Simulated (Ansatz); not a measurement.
Species: difluoro(dihydroxy)silane, sum formula H₂SiO₂F₂ (charge 0, singlet). 
Structure (B3LYP-D3(BJ)/def2-TZVP (Ansatz, a first-principles code) minimum search):
```xyz
7

Si     0.0072     0.0148    -0.0066
F     -0.0197    -0.4533     1.5114
F     -0.7513    -1.1329    -0.8015
O     -0.7413     1.4279    -0.2216
O      1.5308     0.1965    -0.5054
H     -1.6947     1.4470    -0.3304
H      2.2165    -0.3734    -0.1501
```
Charge 0, spin multiplicity 1.

Wanted: vertical triplet-singlet gap (E(triplet) - E(singlet); each state is the SCF solution reached for its spin), in eV. Correlated levels leave the core frozen unless marked. Open shells are spin-unrestricted. No spin-orbit coupling. Non-relativistic. CBS(X,Y): correlation extrapolated as X^-3; Hartree-Fock from the larger set. [CCSD(T)-MP2]/basis is that difference in the basis named.

```
level                                                                      program  vertical triplet-singlet gap (eV)  minus last row
-------------------------------------------------------------------------  -------  ---------------------------------  --------------
HF/aug-cc-pV(Q+d)Z                                                          Ansatz                               7.43           -1.18
SVWN5/def2-TZVPD                                                            Ansatz                               7.50           -1.11
PBE/def2-TZVPD                                                              Ansatz                               7.38           -1.23
B3LYP/def2-TZVPD                                                            Ansatz                               8.02           -0.59
CAM-B3LYP/def2-TZVPD                                                        Ansatz                               8.35           -0.26
wB97M-V/def2-TZVPD                                                          Ansatz                               8.43           -0.18
wB97X-V/def2-TZVPD                                                          Ansatz                               8.56           -0.05
MP2/aug-cc-pV(D+d)Z                                                         Ansatz                               8.75            0.14
MP2/aug-cc-pV(T+d)Z                                                         Ansatz                               8.84            0.23
MP2/aug-cc-pV(Q+d)Z                                                         Ansatz                               8.90            0.29
SCS-MP2/aug-cc-pV(T+d)Z                                                     Ansatz                               8.82            0.21
SCS-MP2/aug-cc-pV(Q+d)Z                                                     Ansatz                               8.89            0.28
CCSD/aug-cc-pV(D+d)Z                                                        Ansatz                               8.43           -0.18
CCSD/aug-cc-pV(T+d)Z                                                        Ansatz                               8.48           -0.13
CCSD/aug-cc-pV(Q+d)Z                                                        Ansatz                               8.54           -0.07
CCSD(T)/aug-cc-pV(D+d)Z                                                     Ansatz                               8.43           -0.18
CCSD(T)/aug-cc-pV(T+d)Z                                                     Ansatz                               8.51           -0.10
CCSD(T)/aug-cc-pV(Q+d)Z                                                     Ansatz                               8.57           -0.04
RI-MP2/CBS(aug-cc-pV(T+d)Z,aug-cc-pV(Q+d)Z)+[CCSD(T)-MP2]/aug-cc-pV(D+d)Z   Ansatz                               8.63            0.02
RI-MP2/CBS(aug-cc-pV(T+d)Z,aug-cc-pV(Q+d)Z)+[CCSD(T)-MP2]/aug-cc-pV(Q+d)Z   Ansatz                               8.61            0.00
CCSD(T)/CBS(aug-cc-pV(T+d)Z,aug-cc-pV(Q+d)Z)                                Ansatz                               8.61            0.00
```
